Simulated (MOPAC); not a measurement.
MOPAC input (PM3):

```
PM3 FORCE THERMO(298,298) PRECISE LET UHF MS=0.5 GEO-OK AUX(PRECISION=9) THREADS=1
C2H7GeO

C     2.79066364 1    0.21641643 1   -0.54743202 1
C     1.46437564 1   -0.35879523 1   -0.25574601 1
O     0.63836815 1    0.35785185 1    0.50524805 1
Ge   -1.09032353 1   -0.03439772 1    0.07953203 1
H     2.90040671 1    1.25470660 1   -0.20798588 1
H     2.96838668 1    0.19560609 1   -1.63146258 1
H     3.58346078 1   -0.37680613 1   -0.07089428 1
H     1.22020488 1   -1.40425180 1   -0.46656140 1
H    -1.97365119 1    0.64177451 1    1.10785949 1
H    -1.49853249 1    0.47983892 1   -1.28494150 1
H    -1.38426549 1   -1.51956224 1    0.11069561 1
```

Output:

```
 *******************************************************************************
 **                                                                           **
 **                              MOPAC v23.2.5                                **
 **                                                                           **
 *******************************************************************************
 ** MOPAC's Digital Object Identifier: https://doi.org/10.5281/zenodo.6511958 **
 **                                                                           **
 ** Please cite the open-source release paper for use of this MOPAC version:  **
 ** J. E. Moussa and J. J. P. Stewart (2026)                                  **
 ** MOPAC: An open-source semiempirical molecular orbital program             **
 ** J. Open Source Softw., 11(119), 8025, https://doi.org/10.21105/joss.08025 **
 *******************************************************************************

                              PM3 CALCULATION RESULTS

 *******************************************************************************
 *  PM3        - The PM3 Hamiltonian to be used
 *  GEO-OK     - OVERRIDE INTERATOMIC DISTANCE AND OTHER SAFETY CHECKS
 *  UHF        - UNRESTRICTED HARTREE-FOCK CALCULATION
 *  MS=        - IN MECI, MAGNETIC COMPONENT OF SPIN =  0.5
 *  LET        - OVERRIDE SOME SAFETY CHECKS
 *  PRECISE    - TIGHTER CRITERIA TO BE USED
 *  FORCE      - FORCE CALCULATION SPECIFIED
 *  AUX        - OUTPUT AUXILIARY INFORMATION
 *  THERMO     - THERMODYNAMIC QUANTITIES TO BE CALCULATED
 *******************************************************************************
PM3 FORCE THERMO(298,298) PRECISE LET UHF MS=0.5 GEO-OK AUX(PRECISION=9) THREADS=1
 C2H7GeO

   ATOM   CHEMICAL          X               Y               Z
  NUMBER   SYMBOL      (ANGSTROMS)     (ANGSTROMS)     (ANGSTROMS)

     1       C          2.79066364  *   0.21641643  *  -0.54743202  *
     2       C          1.46437564  *  -0.35879523  *  -0.25574601  *
     3       O          0.63836815  *   0.35785185  *   0.50524805  *
     4      Ge         -1.09032353  *  -0.03439772  *   0.07953203  *
     5       H          2.90040671  *   1.25470660  *  -0.20798588  *
     6       H          2.96838668  *   0.19560609  *  -1.63146258  *
     7       H          3.58346078  *  -0.37680613  *  -0.07089428  *
     8       H          1.22020488  *  -1.40425180  *  -0.46656140  *
     9       H         -1.97365119  *   0.64177451  *   1.10785949  *
    10       H         -1.49853249  *   0.47983892  *  -1.28494150  *
    11       H         -1.38426549  *  -1.51956224  *   0.11069561  *

          CARTESIAN COORDINATES

    NO.       ATOM           X           Y           Z

     1         C          2.7907      0.2164     -0.5474
     2         C          1.4644     -0.3588     -0.2557
     3         O          0.6384      0.3579      0.5052
     4        Ge         -1.0903     -0.0344      0.0795
     5         H          2.9004      1.2547     -0.2080
     6         H          2.9684      0.1956     -1.6315
     7         H          3.5835     -0.3768     -0.0709
     8         H          1.2202     -1.4043     -0.4666
     9         H         -1.9737      0.6418      1.1079
    10         H         -1.4985      0.4798     -1.2849
    11         H         -1.3843     -1.5196      0.1107

[...]
 VIBRATION         23   23A           ATOM PAIR      ENERGY CONTRIBUTION    RADIAL
 FREQUENCY          1992.35         Ge 4 -- H  9         +37.9% ( 59.5%)     99.6%
 TRANSITION DIPOLE   0.1497         Ge 4 -- H 11         +31.3% ( 54.1%)     99.5%
 TRAVEL (Ang.)       0.3170         Ge 4 -- H 10         +30.7% ( 53.6%)     99.5%
 REDUCED MASS        0.3367
 EFFECTIVE MASS      1.0724
 FORCE CONSTANT      0.7875

 VIBRATION         24   24A           ATOM PAIR      ENERGY CONTRIBUTION    RADIAL
 FREQUENCY          3018.84         C  2 -- H  8         +95.7% ( 99.7%)    100.0%
 TRANSITION DIPOLE   0.1074         C  1 -- C  2          +1.2% ( 11.3%)     26.9%
 TRAVEL (Ang.)       0.1560         C  2 -- O  3          +1.2% ( 11.3%)     26.5%
 REDUCED MASS        0.9180         C  2 -- Ge 4          +1.2% ( 11.1%)      0.8%
 EFFECTIVE MASS      1.4915
 FORCE CONSTANT      4.9293

 VIBRATION         25   25A           ATOM PAIR      ENERGY CONTRIBUTION    RADIAL
 FREQUENCY          3057.96         C  1 -- H  7         +50.6% ( 73.3%)     97.3%
 TRANSITION DIPOLE   0.0342         C  1 -- H  6         +47.5% ( 71.1%)     96.8%
 TRAVEL (Ang.)       0.2083         C  1 -- C  2          +0.9% (  9.9%)      0.0%
 REDUCED MASS        0.5083         C  1 -- H  5          +0.9% (  9.9%)      1.4%
 EFFECTIVE MASS      1.4951
 FORCE CONSTANT      2.8005

 VIBRATION         26   26A           ATOM PAIR      ENERGY CONTRIBUTION    RADIAL
 FREQUENCY          3076.76         C  1 -- H  5         +55.2% ( 76.5%)     98.6%
 TRANSITION DIPOLE   0.0681         C  1 -- H  6         +23.5% ( 49.9%)     88.8%
 TRAVEL (Ang.)       0.2259         C  1 -- H  7         +19.8% ( 45.8%)     86.2%
 REDUCED MASS        0.4294         C  1 -- C  2          +1.0% ( 10.4%)      0.1%
 EFFECTIVE MASS      1.5052
 FORCE CONSTANT      2.3949

 VIBRATION         27   27A           ATOM PAIR      ENERGY CONTRIBUTION    RADIAL
 FREQUENCY          3162.90         C  1 -- H  5         +44.2% ( 64.1%)     98.3%
 TRANSITION DIPOLE   0.0620         C  1 -- H  7         +28.0% ( 51.0%)     96.1%
 TRAVEL (Ang.)       0.2498         C  1 -- H  6         +27.5% ( 50.5%)     96.0%
 REDUCED MASS        0.3415         C  1 -- C  2          +0.3% (  5.4%)     97.1%
 EFFECTIVE MASS      1.1398
 FORCE CONSTANT      2.0130

      SYMMETRY NUMBER FOR POINT-GROUP C1  =  1

          SYSTEM IS A GROUND STATE

 C2H7GeO

          MOLECULE IS NOT LINEAR

          THERE ARE 27 GENUINE VIBRATIONS IN THIS SYSTEM
          THIS THERMODYNAMICS CALCULATION IS LIMITED TO
          MOLECULES WHICH HAVE NO INTERNAL ROTATIONS

                    CALCULATED THERMODYNAMIC PROPERTIES
                                          *
   TEMP. (K)   PARTITION FUNCTION   H.O.F.    ENTHALPY  HEAT CAPACITY ENTROPY
                                   KCAL/MOL   CAL/MOLE    CAL/K/MOL  CAL/K/MOL

 298.00  VIB.     0.1299D+03                  2762.2499    17.5976    18.9404
         ROT.     0.9421D+05                   888.2803     2.9808    25.7408
         INT.     0.1224D+08                  3650.5302    20.5784    44.6812
         TRA.     0.1266D+28                  1480.4672     4.9680    40.2509
         TOT.                      -18.730    5130.9974    25.5464    84.9322

   *: NOTE: HEATS OF FORMATION ARE RELATIVE TO THE
            ELEMENTS IN THEIR STANDARD STATE AT 298K
              (=  Standard Enthalpy of Formation).

            Hvib:  Zero-point energy is not included.
                   frequencies of less than zero cm-1 are not included.
            Hrot = (3/2)RT
            Htra = (3/2)RT + pV = (5/2)RT

            Heat capacity is Cp, not Cv

          For more information, see: HTTP://OpenMOPAC.net/Manual/thermochemistry.html

           FORCE CONSTANT IN CARTESIAN COORDINATES (Millidynes/A)

    ATOM   CHEMICAL       X               Y               Z
   NUMBER   SYMBOL  FORCE CONSTANT  FORCE CONSTANT  FORCE CONSTANT

      1       C        8.996697        8.400815        7.537744
      2       C       10.288236       10.686374        0.800984
      3       O        6.296403        6.775564        1.170937
      4      Ge        5.561396        3.347255        3.587699
      5       H        1.428243        4.625215        0.730997
      6       H        1.081420        2.264968        3.230588
      7       H        1.152421        1.283576        4.155728
      8       H        2.021076        3.571567        0.234121
      9       H        0.705578        1.686560        0.236663
     10       H        0.242243        0.232591        2.135147
     11       H        0.865385        1.266881        0.482879

 **********************
 *                    *
 * JOB ENDED NORMALLY *
 *                    *
 **********************

 == MOPAC DONE ==
```
